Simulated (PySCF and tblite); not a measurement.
Results of a calculation; reference values are marked as such.
C7H14, numbered as in [CH3:1][CH:2]1[CH2:3][CH2:4][CH2:5][CH2:6][CH2:7]1. The same 2 conformers on PBE0-D3(BJ)/def2-SVP geometries, with only the functional of the single-point energies changed (basis set def2-TZVP, solvent none (gas phase), D3(BJ) where defined; PySCF).

The 6-ring runs over atoms 2–3–4–5–6–7.

```csv
conformer,shape,symmetry,dipole D
1,6-ring chair (all substituents equatorial),Cs,0.12
2,6-ring chair (C1 axial),Cs,0.07
```

Energies (kcal/mol) above conformer 1 and its weight at 298.15 K (thermal terms from GFN2-xTB):

```json
{"functional": "PBE0", "E(2) − E(1)": "1.81", "weight of 1 (%)": "97"}
{"functional": "B3LYP", "E(2) − E(1)": "1.72", "weight of 1 (%)": "96"}
{"functional": "HSE06", "E(2) − E(1)": "?", "weight of 1 (%)": "?"}
{"functional": "M06-2X", "E(2) − E(1)": "1.62", "weight of 1 (%)": "96"}
{"functional": "CAM-B3LYP", "E(2) − E(1)": "1.88", "weight of 1 (%)": "97"}
{"functional": "TPSS", "E(2) − E(1)": "1.55", "weight of 1 (%)": "95"}
{"functional": "BLYP", "E(2) − E(1)": "1.67", "weight of 1 (%)": "96"}
```

Question: What does HSE06 give?

Answer: E(2) − E(1) = 1.86 kcal/mol, weight of conformer 1 97 %.

Question: How much does the choice of functional matter?

Answer: The widest range is that of E(2) − E(1), which runs from 1.55 (TPSS) to 1.88 kcal/mol (CAM-B3LYP), a spread of 0.32, against RT = 0.59.
